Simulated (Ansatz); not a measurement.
Input file for Ansatz (a first-principles code): R-r2SCAN/def2-TZVPP on H4OSi2 (SMILES O[Si][SiH3]), a point of a torsion scan.

Ansatz 0.2 input:
```yaml
crystal:
  periodic: [false, false, false]
  atoms:
    - {symbol: O, position_ang: [2.29055159, -0.25510950, 0.01798634]}
    - {symbol: Si, position_ang: [0.95639391, -1.18946949, -0.00630457]}
    - {symbol: Si, position_ang: [-0.96111344, 0.06324258, -0.01080509]}
    - {symbol: H, position_ang: [2.38898191, 0.69761868, -0.00022562]}
    - {symbol: H, position_ang: [-1.21134617, 1.47366779, -0.37334152]}
    - {symbol: H, position_ang: [-1.53497061, -0.04491599, 1.34512266]}
    - {symbol: H, position_ang: [-1.89084284, -0.68408854, -0.87809497]}
basis:
  gaussian:
    orbitals: def2-TZVPP
hamiltonian:
  xc: {name: r2SCAN}
scf: {lower_state_search: off}
```

Output:

```
WARN ansatz: RAYON_NUM_THREADS=1 ignored (pool sized by the plan → 1); use --threads N
Functional definition: r2SCAN
these checks for a lower state are left out or cut short: stability, starts, cluster_reference, orbital_swaps, neighbouring_geometries, increment
integrals: 0.08 GiB planned
963 factors; their error is unknown
mean field: 0.57 GiB planned
mean field evaluation 1: about -17859.7715 eV, gradient 5.8e1 eV
mean field evaluation 2: about -17822.1564 eV, gradient 1.4e2 eV
mean field evaluation 4: about -17865.4196 eV, gradient 6.4e0 eV
mean field evaluation 8: about -17865.5455 eV, gradient 1.7e-1 eV
mean field evaluation 16: about -17865.5123 eV, gradient 1.5e-4 eV
mean field -17865.51233262 eV, -656.5454685446 hartree, gradient 8.8e-6 eV, S^2 0.000000; 0 other end points of the search recorded, 0 dependent functions left out
reference -17865.51234452 eV, -656.5454689820 hartree; 20, 20 occupied and 151, 151 virtual orbitals, 963 factors
Total energy: -17865.51234452 eV, -656.5454689820 hartree
Checks for a lower state left out: stability, starts, cluster_reference, orbital_swaps, neighbouring_geometries, increment
```

The run converged.

Cost: very roughly 3 core-seconds.
